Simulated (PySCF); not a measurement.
Telling isomers of C$_{2}$H$_{9}$FO$_{2}$Si$_{3}$ apart by NMR

In vacuum, non-relativistic Hamiltonian, rapidly exchanging positions averaged, one computed conformer. GFN2-xTB geometry; shieldings: GIAO PBE0/pcSseg-1; PySCF 2.14.0 with density-fitted response routines.

Shifts are taken against calculated references (same method and geometry level): 1H, 13C against TMS. Splittings of carbon signals by F and P are missing where no couplings were computed. Where no couplings were computed, multiplicities follow the n + 1 count of equivalent neighbours, and m marks all less simple cases (inequivalent or close neighbours, rings, F or P nearby). Shifts are as computed. Against solution values, carbons near 30 ppm lie about +3 ppm off and those near 130 ppm about +5 ppm. Of 1309 compounds with measured shifts, 239 miss one by over three times the rms of a fit or turn the order of signals round; such compounds aren't used in these exercises. OH and NH positions are gas-phase values without hydrogen bonding to other molecules.

(1) Tabulate the signals of `CC(=O)[SiH2]O[SiH2][SiH2]F`, `O[SiH2]/C(F)=C\[SiH2]O[SiH3]` and their relative energies.

(2) What is the quickest way to tell CC(=O)[SiH2]O[SiH2][SiH2]F from O[SiH2]/C(F)=C\[SiH2]O[SiH3]?

Answers

(1) 
```json
{"SMILES": "CC(=O)[SiH2]O[SiH2][SiH2]F", "carbon types": "1×C 1×CH3", "δC": "256.4, 37.5", "δH": "5.71 (m, 2H), 5.67 (m, 2H), 5.00 (s, 2H), 2.34 (s, 3H)", "E rel. (kcal/mol)": "0.0"}
{"SMILES": "O[SiH2]/C(F)=C\\[SiH2]O[SiH3]", "carbon types": "1×C 1×CH", "δC": "192.6, 118.7", "δH": "6.04 (m, 1H), 5.36 (d, 2H), 5.15 (m, 2H), 5.15 (s, 3H), 3.19 (br s, 1H)", "E rel. (kcal/mol)": "17.4"}
```

Energies are electronic energies at PBE0/pcSseg-1 on these geometries, without zero-point or thermal terms, each for the one conformer computed, which needn't be the lowest.

(2) Both give the same number of carbon signals, but DEPT or the intensities differ. The first has a carbonyl carbon (C) at 256.4 ppm, the second a fully substituted alkene carbon (C) at 192.6 ppm.
